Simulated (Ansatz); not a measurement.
`CO[SiH](O)C=O` + HCl → `O=C[SiH](O)Cl` + CH₃OH  (ligand exchange at the Si–O bond)

Isolated molecules relaxed with PBE0-D4/def2-TZVP in Ansatz; ΔE leaves out vibrations. CCSD(T)/CBS is the MP2 limit (def2-TZVPP, def2-QZVPP) plus CCSD(T) − MP2 in def2-TZVPP, frozen cores. This one scheme is used for every species. Functionals use def2-TZVPP. B3LYP here is the variant with VWN-RPA as its local correlation; programs differ in this. Each species was taken in one conformer, which may not be the lowest.

```json
{"level": "PBE-D4", "ΔE (eV)": "-0.04"}
{"level": "r2SCAN-D4", "ΔE (eV)": "0.02"}
{"level": "B3LYP-D4", "ΔE (eV)": "0.07"}
{"level": "ωB97M-V", "ΔE (eV)": "0.05"}
{"level": "SCS-MP2/def2-TZVPP", "ΔE (eV)": "0.10"}
{"level": "MP2/def2-QZVPP", "ΔE (eV)": "0.05"}
{"level": "MP2/CBS(def2)", "ΔE (eV)": "0.03"}
{"level": "CCSD/CBS(def2)", "ΔE (eV)": "0.07"}
```

(1) What does CCSD(T)/CBS give? (An estimate is asked.)

Largest T1 diagnostic among the species: 0.014.

## Answers

(1) Ansatz gave: +0.06 eV. The listed levels differ from it by -0.10, -0.04, 0.01, -0.01, 0.04, -0.01, -0.03, 0.01 eV.
